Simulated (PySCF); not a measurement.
C7H11 (doublet state).
SMILES with atom numbers: `[CH2:1][CH2:2][C:3]#[C:4][CH2:5][CH2:6][CH3:7]` (hydrogens: H8, H9 on C1; H10, H11 on C2; H12, H13 on C5; H14, H15 on C6; H16, H17, H18 on C7)

Geometry (GFN2-xTB, Å), atoms numbered from 1 in this order:
```
atom  x, y, z in Å
C1    -2.631    1.093    0.905
C2    -2.730   -0.290    0.389
C3    -1.381   -0.711    0.011
C4    -0.247   -0.986   -0.269
C5     1.120   -1.316   -0.627
C6     1.933   -0.053   -0.937
C7     2.046    0.855    0.281
H8    -2.578    1.917    0.219
H9    -2.351    1.264    1.926
H10   -3.374   -0.342   -0.495
H11   -3.110   -0.974    1.153
H12    1.584   -1.859    0.203
H13    1.110   -1.975   -1.501
H14    2.930   -0.348   -1.272
H15    1.451    0.491   -1.753
H16    2.620    1.747    0.041
H17    2.542    0.337    1.099
H18    1.057    1.158    0.616
```

The hyperfine couplings belong to this conformer and change with its torsions.

Computed, not measured: UKS B3LYP, pcH-1 on C H, non-relativistic, mean-field spin-orbit, GIAO in PySCF. Isolated species at its GFN2-xTB geometry (one conformer only). A GFN2-xTB geometry isn't a minimum of the functional, and hyperfine couplings can be far from their values at a DFT geometry. The SCF solution wasn't tested for stability.

Largest spin populations (Mulliken): C1 (+1.07) and C2 (-0.07). C1 is the only atom above +0.15. The positive populations add up to 1.17 and the negative ones to -0.17, together 2S = 1. The angles at C1 add up to 358.0°, so it is nearly planar; its axial dipolar tensor and the negative couplings of its protons fit spin in a p orbital normal to that plane.

(1) McConnell's relation a(H) = Q·ρ ties the coupling of a proton on a planar π carbon to the spin population of that carbon. What Q do the computed values give?

(2) List the C–H protons on four-coordinate carbons next to a three-coordinate spin centre, with their couplings and θ (C–H bond against the normal to the plane of the centre's neighbours, projected along the bond that joins the two).

Results:

(1) 
| H | C | ρ(C) | a(H) (G) | a/ρ (G) |
| --- | --- | --- | --- | --- |
| H8 | C1 | +1.074 | -21.65 | -20.2 |
| H9 | C1 | +1.074 | -21.72 | -20.2 |

These protons share one ρ (within 0.01), so their mean ratio, Q = -20.2 G, is no test of linearity.

(2) 
```tsv
β H	on	centre	θ (°)	cos²θ	a (G)
H10	C2	C1	60	0.25	+11.60
H11	C2	C1	63	0.21	+9.63
```

Couplings in gauss use g_iso = 2.0025.
